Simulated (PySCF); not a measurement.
This PySCF input asks for the NMR shieldings of SMILES C#CCP1CCC=C1CC, C9H13P; the geometry comes from GFN2-xTB.

```python
import basis_set_exchange as bse
import numpy as np
from pyscf import gto, dft
from pyscf.prop import nmr

atoms = """
C     2.152836    2.301074   -1.721176
C     2.048476    1.158737   -1.376579
C     1.914509   -0.208960   -0.945903
P     1.377050   -0.308401    0.860514
C     0.969678   -2.130208    0.904214
C    -0.432613   -2.333917    0.318484
C    -1.132736   -1.010116    0.339296
C    -0.401242    0.070447    0.585699
C    -0.838723    1.498334    0.662352
C    -2.300097    1.729964    0.301456
H     2.249514    3.297183   -2.034740
H     1.185500   -0.732218   -1.572222
H     2.885510   -0.710527   -1.016789
H     0.985181   -2.427593    1.956027
H     1.735640   -2.713262    0.390379
H    -0.382566   -2.704476   -0.711139
H    -0.991643   -3.075005    0.894947
H    -2.192685   -0.989931    0.135897
H    -0.648736    1.855845    1.680036
H    -0.195123    2.085255   -0.001970
H    -2.503336    1.382818   -0.709138
H    -2.533669    2.790924    0.353690
H    -2.955479    1.201018    0.989681
"""
names = dict.fromkeys(["C", "P", "H"], "pcSseg-1")
basis = {el: gto.basis.parse(bse.get_basis(n, elements=[el], fmt="nwchem")) for el, n in names.items()}
mol = gto.M(atom=atoms, basis=basis, charge=0, verbose=0)
mf = dft.RKS(mol, xc="PBE0")
mf.grids.level = 2
mf.grids.alignment = dft.numint.BLKSIZE   # the property module wants whole blocks of grid points
mf.conv_tol = 1e-9
mf.kernel()

calc = nmr.RKS(mf)   # GIAO
C = mf.mo_coeff
Co = C[:, mf.mo_occ > 0]
resp = mf.gen_response(singlet=True, hermi=2)
def vind(x):   # induced exchange potential for any number of trial vectors
    d = np.einsum("pi,xij,qj->xpq", C, 2 * x.reshape(-1, C.shape[1], Co.shape[1]), Co, optimize=True)
    return np.einsum("xpq,pi,qj->xij", resp(d - d.transpose(0, 2, 1)), C, Co, optimize=True).ravel()
mo1, _ = nmr.rhf.solve_mo1(calc, with_cphf=vind)
sigma = calc.kernel(mo1)
for i, s in enumerate(sigma):   # ppm
    print("%2d %-2s %9.2f" % (i, mol.atom_pure_symbol(i), np.trace(s) / 3))
```

Q: What are the results?

A: 
```
 0 C     110.87
 1 C      99.57
 2 C     163.32
 3 P     326.00
 4 C     158.53
 5 C     148.54
 6 C      50.49
 7 C      25.68
 8 C     156.05
 9 C     172.93
10 H      30.33
11 H      29.26
12 H      29.45
13 H      29.73
14 H      30.14
15 H      28.76
16 H      28.94
17 H      25.75
18 H      29.18
19 H      28.56
20 H      30.53
21 H      30.41
22 H      30.53
```

These numbers come from an equivalent density-fitted implementation of the same equations, which agrees with the script to about 0.01 ppm for H and up to a few tenths of a ppm for heavy atoms, so last digits may differ.

Size and cost of the density-fitted run: 242 basis functions, 89 s wall time on 1 thread of an Arm Neoverse N1, shared host; peak memory 1.1 GiB.
